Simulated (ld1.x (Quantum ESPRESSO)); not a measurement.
## Transferability test, RRKJ potential for Ti (Z = 22)

ld1.x (Quantum ESPRESSO) 7.5 input, shortened:

```
&input
   title='Ti', zed=22., rel=2, dft='PBE', iswitch=3,
   config='[Ar] 3d1 4s0 4p0', rel_dist='average'
 /
 &inputp
   pseudotype=2, tm=.false., lloc=0,
   nlcc=.true., rcore=0.65
 /
3
3P  2  1   6.00   0.00  1.55  1.55  0.0
3D  3  2   1.00   0.00  1.00  1.00  0.0
3S  1  0   2.00   0.00  1.00  1.00  0.0
 &test
   configts(1)='3s2 3p6 3d1 4s0 4p0'
 /
```

Open shells are filled in proportion to 2j + 1 (rel_dist='average').

Energies are relative to the spin-unpolarised reference configuration 3s2 3p6 3d1 4s0 4p0; without spin polarisation the order of configurations can differ from experiment.

| valence configuration | charge | ΔE all-electron (eV) | error AE − PS (meV) |
| --- | --- | --- | --- |
| 3s2 3p6 3d2 4s1 4p0 | +1 | -40.520 | +53 |
| 3s2 3p6 3d2 4s0 4p0 | +2 | -26.948 | +6.9 |
| 3s2 3p6 3d3 4s0 4p0 | +1 | -40.472 | +13 |
| 3s2 3p6 3d1 4s2 4p1 | 0 | -43.195 | +122 |
| 3s2 3p6 3d2 4s0 4p2 | 0 | -41.580 | +17 |
| 3s1 3p6 3d2 4s2 4p0 | +1 | 21.787 | +162 |

Question: What are ΔE and the potential's error for 3s2 3p6 3d2 4s2 4p0?

Answer: ΔE = -47.867 eV all-electron; the error (AE − PS) is +75 meV.
